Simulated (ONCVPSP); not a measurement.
molybdenum (Mo): excitation energies, all-electron against ONCV

- Element: Mo
- Generator: ONCVPSP 4.0.1
- Type: optimised norm-conserving Vanderbilt (ONCV)
- Functional: PBE
- Relativity: scalar-relativistic
- Frozen core: [Ar] 3d10
- Valence charge: 14
- Reference configuration: 4s2 4p6 4d5 (charge +1)
- Partial waves: 4s: rc 1.30 bohr, ncon 3, nbas 7, qcut 5.6 1/bohr, 2 projectors, debl 1.2 Ha; 4p: rc 1.85 bohr, ncon 4, nbas 8, qcut 6.4 1/bohr, 2 projectors, debl 2.5 Ha; 4d: rc 2.60 bohr, ncon 4, nbas 9, qcut 6.2 1/bohr, 3 projectors, debl 0.4 Ha
- Local potential: polynomial inside 1.10 bohr (lpopt 3, dvloc0 0 Ha)
- Core correction: none

In the s channel the program set the typed energies aside and used -2.613, 0.250 Ha.

Energies are relative to the spin-unpolarised reference configuration 4s2 4p6 4d5; without spin polarisation the order of configurations can differ from experiment.

Question: Give the all-electron excitation energy and the error of the potential for: 4s2 4p6 4d5 5s1; 4s2 4p6 4d4; 4s2 4p6 4d3; 4s2 4p5 4d5 5s1.

Answer:

```
valence configuration  charge  ΔE all-electron (eV)  error AE − PS (meV)
      4s2 4p6 4d5 5s1       0                -6.890                 +2.5
          4s2 4p6 4d4      +2                15.462                  +12
          4s2 4p6 4d3      +3                42.206                  +93
      4s2 4p5 4d5 5s1      +1                37.077                 -113
```
